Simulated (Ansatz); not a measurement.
Bond stretch in GaO, doublet.

Method: Ansatz (a program for electronic structure) with CCSD(T) on UHF/cc-pVQZ, cores with 3d frozen.

The batch members p0 to p5 hold the bond at 1.38, 1.46, 1.52, 1.62, 1.66, 1.71 Å.

Ansatz input:

Ansatz 0.2 input:
```yaml
# input.yaml
basis:
  gaussian: { orbitals: cc-pvqz }
correlation:
  method: ccsd_t
  electrons: outside_noble_gas
scf:
  omitted_lower_state_checks: [cluster_reference, increment]
batch:
  members: [p0.yaml, p1.yaml, p2.yaml, p3.yaml, p4.yaml, p5.yaml]

# p3.yaml, one of the 6 members of this batch
crystal:
  periodic: [false, false, false]
  atoms:
    - { symbol: Ga, position_ang: [0.0, 0.0, 0.0] }
    - { symbol: O, position_ang: [0.0, 0.0, 1.62] }
total_charge: 0
magnetization:
  spin_polarized: true
  initial_magnetization: 1
```

Lines of the output on each member:

```
Member 0: Total energy: -54377.59833501 eV, -1998.3398803517 hartree
Member 0: Checks for a lower state left out: cluster_reference, increment
Member 1: Total energy: -54379.33245293 eV, -1998.4036080098 hartree
Member 1: Checks for a lower state left out: cluster_reference, increment
Member 2: Total energy: -54380.09790669 eV, -1998.4317379168 hartree
Member 2: Checks for a lower state left out: cluster_reference, increment
Member 3: Total energy: -54379.68126961 eV, -1998.4164267862 hartree
Member 3: Checks for a lower state left out: cluster_reference, increment
Member 4: Total energy: -54380.00847161 eV, -1998.4284512381 hartree
Member 4: Checks for a lower state left out: cluster_reference, increment
Member 5: Total energy: -54380.30041202 eV, -1998.4391798503 hartree
Member 5: Checks for a lower state left out: cluster_reference, increment
```

The unrestricted determinant behind UCCSD(T) is spin-contaminated at 1.62 to 1.66, 2.57 to 6.94 Å (<S²> up to 1.8, against 0.75 for a pure doublet).
